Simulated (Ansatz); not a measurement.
`F[SiH](F)C[O][AlH2]` and `BOC[SiH](F)F` differ in one element.

Ansatz, PBE0-D4/def2-TZVP geometries, multiplicity 1. Each molecule was computed in one conformer, which needn't be the lowest.

```tsv
property	`F[SiH](F)C[O][AlH2]`
HOMO–LUMO gap (B3LYP/def2-TZVPP) / eV	6.39
HOMO energy (PBE/def2-TZVPP) / eV	-6.68
HOMO energy (PBE0/def2-TZVPP) / eV	-8.09
size of the dipole moment (PBE/def2-TZVPP) / D	2.01
HOMO–LUMO gap (ωB97M-V/def2-TZVPP) / eV	10.72
LUMO energy (PBE0/def2-TZVPP) / eV	-1.28
```

Task: What does the change do to each property? (An estimate is asked.)

Result: The calculation gave: 
```csv
property,`BOC[SiH](F)F`,shift
HOMO–LUMO gap (B3LYP/def2-TZVPP) / eV,7.72,1.33
HOMO energy (PBE/def2-TZVPP) / eV,-7.48,-0.80
HOMO energy (PBE0/def2-TZVPP) / eV,-8.92,-0.83
size of the dipole moment (PBE/def2-TZVPP) / D,1.30,-0.71
HOMO–LUMO gap (ωB97M-V/def2-TZVPP) / eV,12.33,1.61
LUMO energy (PBE0/def2-TZVPP) / eV,-0.75,0.53
```

With PBE0 the HOMO falls by 0.83 eV and the LUMO rises by 0.53 eV, so the gap widens by about 1.36 eV. PBE moves the HOMO by -0.80 eV and ωB97M-V by -0.80 eV. Dipoles are sizes alone; their direction can turn.

B3LYP here is the variant with VWN-RPA as its local correlation; programs differ in this.
